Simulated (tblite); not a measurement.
Isomers of C4H12OSSi2. Calculated harmonic vibrations of the isolated species, GFN2-xTB (tblite), most abundant isotopes, no scaling. The method is semi-empirical: single wavenumbers can be off by several per cent or more. Modes of hydrogen on silicon and sulfur can be 10 to 20 % off. One conformer each.

Electronic energies: GFN2-xTB at the same geometries; isomer energies are rough at this level and their order can be wrong.

| SMILES | electronic energy, lowest = 0 (kJ/mol) |
| --- | --- |
| CC(=S)O[SiH2]CC[SiH3] | 48.3 |
| C=C[Si@@H](O)SC[SiH2]C | 113.0 |
| [SiH3][C@@H](O[SiH2]S)C1CC1 | 0.0 |
| CO[C@@H]1[C@@H]([SiH3])[Si@@H]1SC | 283.6 |

Q: How do GFN2-xTB zero-point energies change the relative energies?

A: 
```
                           SMILES  ZPE (kJ/mol)  of it from modes above 1550 cm⁻¹  electronic (kJ/mol)  with ZPE, lowest = 0 (kJ/mol)  lowest mode (cm⁻¹)  rings
      [SiH3][C@@H](O[SiH2]S)C1CC1         373.7                             192.7                  0.0                            0.0                  32      1
            CC(=S)O[SiH2]CC[SiH3]         376.6                             193.1                 48.3                           51.2                  24      0
           C=C[Si@@H](O)SC[SiH2]C         381.2                             217.4                113.0                          120.6                  22      0
CO[C@@H]1[C@@H]([SiH3])[Si@@H]1SC         380.6                             197.6                283.6                          290.5                  43      1
```

The zero-point energies span 7.5 kJ/mol, from `[SiH3][C@@H](O[SiH2]S)C1CC1` to `C=C[Si@@H](O)SC[SiH2]C`. The order is unchanged.
